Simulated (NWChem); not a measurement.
Species: C2H3FN2Si; SMILES N#C/N=C\[SiH2]F

```xyz
9

N      0.9580     2.7009    -0.0008
C      0.0292     1.9915    -0.0004
N     -1.1103     1.2777    -0.0001
C     -1.0578    -0.0121     0.0004
Si     0.5133    -1.0967     0.0006
F     -0.0201    -2.6192    -0.0029
H     -2.0366    -0.5035     0.0006
H      1.2916    -0.8362     1.2323
H      1.2951    -0.8316    -1.2279
```
Atoms are numbered in this order, from 1.

All runs: NWChem. Pople sets run with spherical d functions. Structure relaxed at the B3LYP/6-31G* (spherical d) level. B3LYP is NWChem's, with the RPA form of VWN correlation. Level: B3LYP/6-31G* with SMD (1 M gas to 1 M solution), gas-phase geometry. Reactions with the solvent are ignored.

For solvent toluene:

```
Item                                         Result
-------------------------------------------  ------
solvation free energy (kcal/mol)               -4.7
cavity-dispersion-structure term (kcal/mol)    -0.8
dipole in solution (D)                         3.58
```

Problem. How do the values read with solvent water instead?

Solution. 
| Item | Value |
|---|---|
| solvation free energy (kcal/mol) | -1.2 |
| cavity-dispersion-structure term (kcal/mol) | 6.1 |
| dipole in solution (D) | 4.18 |
